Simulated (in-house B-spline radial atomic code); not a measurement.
S⁴⁺. Computed with a B-spline radial atomic code. Model: all-electron spherical atom, spin shells full or empty, radial basis limit, no spin-orbit coupling, Breit or QED, empty-state partial waves extrapolated as (l+1/2)^-4, RPA, G0W0 and static COHSEX of the highest shell as one setting changes (uncorrelated shells keep exact exchange).

Empty levels are discrete states of a finite basis, so the steps are uneven.

Given: element S; charge 4; filled core Ne; hamiltonian non-relativistic; mean-field start Hartree-Fock; highest l of empty states 9; lowest nl shells left uncorrelated 0; highest mean-field shell 3s; box radius 11.96 bohr.

Shell: 3s 1 1 (electrons up and down).

```
highest empty level kept (hartree)  RPA correlation energy (hartree)  G0W0 level (eV)  G0W0 minus most complete (meV)  COHSEX level (eV)  linearised minus solved G0W0 (meV)
                              8.33                           -0.1886          -72.341                           214.3            -73.809                                 0.6
                             16.67                                 ?                ?                               ?                  ?                                   ?
                             29.17                                 ?                ?                               ?                  ?                                   ?
                                50                          -0.45772          -72.493                            62.4            -74.192                                 0.8
                             83.33                          -0.52208          -72.519                            36.2            -74.267                                 0.8
                               150                          -0.56719          -72.534                            21.3            -74.312                                 0.8
                               250                          -0.60215          -72.542                            12.9            -74.336                                 0.8
                               500                          -0.62946          -72.548                               7            -74.352                                 0.8
                              1000                          -0.65265          -72.553                             2.5            -74.365                                 0.8
                            2083.3                           -0.6616          -72.554                             0.8             -74.37                                 0.8
                              5000                          -0.66482          -72.555                             0.2            -74.371                                 0.8
                             16667                           -0.6658          -72.555                               0            -74.372                                 0.8
```

(1) What follows for highest empty level kept = 29.17?

(2) What follows for highest empty level kept = 16.67?

Answers

(1) RPA correlation energy -0.36368 hartree; G0W0 level -72.457 eV; G0W0 minus most complete 98.3 meV; COHSEX level -74.087 eV; linearised minus solved G0W0 0.7 meV.

(2) RPA correlation energy -0.28132 hartree; G0W0 level -72.415 eV; G0W0 minus most complete 140.5 meV; COHSEX level -73.98 eV; linearised minus solved G0W0 0.7 meV.
